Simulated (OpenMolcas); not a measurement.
A calculation on Sb³⁺.

- Program: OpenMolcas 26.06
- Method: SS-CASPT2, IPEA 0.25 Eh, imaginary shift 0.1 Eh (closed shells correlated: 4d)
- Basis: ANO-RCC-VQZP [8s7p5d3f2g]
- Scalar Hamiltonian: DKH2, point nucleus
- Active space: 2 electrons in 8 orbitals (5s 5p 6s 6p)
- State averaging: 2S+1 = 3 even, 3 roots; 2S+1 = 1 even, 7 roots; 2S+1 = 3 odd, 3 roots; 2S+1 = 1 odd, 3 roots
- Spin-orbit coupling: RASSI with atomic mean-field integrals over the reference wave functions, term energies averaged over their components

Question: Which level of the active space comes out lowest?

Answer: 5s² ¹S₀, with 100 % of that term; it is also the measured ground level.

Question: How high does 5s 5p ³P°₂ lie?

Answer: 70940 cm⁻¹ above the lowest level; measured 72560 cm⁻¹ above the ground level, so the calculation is off by -2 %.

Question: How high does 5p² ³P₁ lie?

Answer: 155480 cm⁻¹ above the lowest level; measured 156388 cm⁻¹ above the ground level, so the calculation is off by -1 %.

Question: How high does 5s 5p ³P°₀ lie?

Answer: 64230 cm⁻¹ above the lowest level.

Question: The level at 162280 cm⁻¹ has J = 2. What is it made of, and what is its g factor?

Answer: 60 % 5p² ³P₂, 40 % 5p² ¹D; g = 1.301, against 1.501 from Landé's formula for the pure leading term.

Measured values: Moore, Atomic Energy Levels, vol. III, NSRDS-NBS 35 (1971 reprint of NBS Circular 467, 1958).

CASPT2 does not keep the components of a term degenerate, so their means are used; among the terms shown or strongly mixed into the levels shown the widest spread is 38 cm-1 (5p² ¹D). Over all roots computed the reference weight is 0.87 to 0.94; the roots of lowest weight are the least certain, and an intruder state may touch them. Active for correlation alone: 6p 6s; no level in the range computed is led by a configuration that fills them, so any true level of that kind is missing. The ¹D term of p² mixes with s d, which this space lacks. Computed and measured levels are paired by configuration, term and J; levels that our copy of the source lacks, or whose pairing is in doubt (as where it misses far off the trend of its configuration), stay unpaired and out of the deviations. Only configurations of the active space appear.

° marks odd parity.
